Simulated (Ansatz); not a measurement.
Energy needed to pull apart SbH2 (SMILES [SbH2]), doublet, into free ground-state atoms, from the structure below (displaced at random from a GFN2-xTB minimum); no zero-point or spin–orbit terms; open-shell atoms are treated unrestricted, in their ground-state multiplicity.

Sb1  (0.784, -0.403, 0.444)
H2  (0.170, 1.164, 0.293)
H3  (-0.657, -1.037, -0.655)
(Å)

Program: Ansatz 0.2.0. Basis: def2-TZVPP. Cores are frozen in the correlated methods; orbitals are unrestricted. Filled d shells of the heavier atoms are correlated. Core potentials replace the inner electrons of the atoms past krypton. The def2 sets are not built for correlating such inner shells, so the correlated values are less sure here.

```
      method  atomization energy (kcal/mol)
       SPW92                          141.9
      PBE-D4                          121.9
   r2SCAN-D4                          120.7
     PBE0-D4                              ?
CAM-B3LYP-D4                          124.4
     wB97M-V                          120.8
          HF                           73.3
         MP2                          105.8
        CCSD                              ?
     CCSD(T)                          116.9
```

Q: What does PBE0-D4 give? (Judge from chemistry; the value comes from the calculation.)

A: The calculation gives: 118.3 kcal/mol, which is about 1.3 kcal/mol more than CCSD(T)/def2-TZVPP.

Q: What does CCSD give? (To be estimated.)

A: Computed: 115.2 kcal/mol, which is about 1.7 kcal/mol less than CCSD(T)/def2-TZVPP.

In triple zeta the MP2 and coupled-cluster atomization energies are still short of their basis limit by a few kcal/mol a bond, whereas those of the functionals are nearly converged, so these differences are not deviations from converged CCSD(T).

T1 diagnostic: at most 0.016. ⟨S²⟩ of the unrestricted Hartree–Fock references: 0.77 (a pure state has 0.75).

For scale, one of the runs: CCSD(T)/def2-TZVPP forces, 78 basis functions, launched by `ansatz run in.yaml --threads 4 --pin off --events-out ev --progress --plain --max-ram 5222MiB`. Hardware: 4 CPU threads of an Arm Neoverse N1, shared host. Wall time about 23 s.
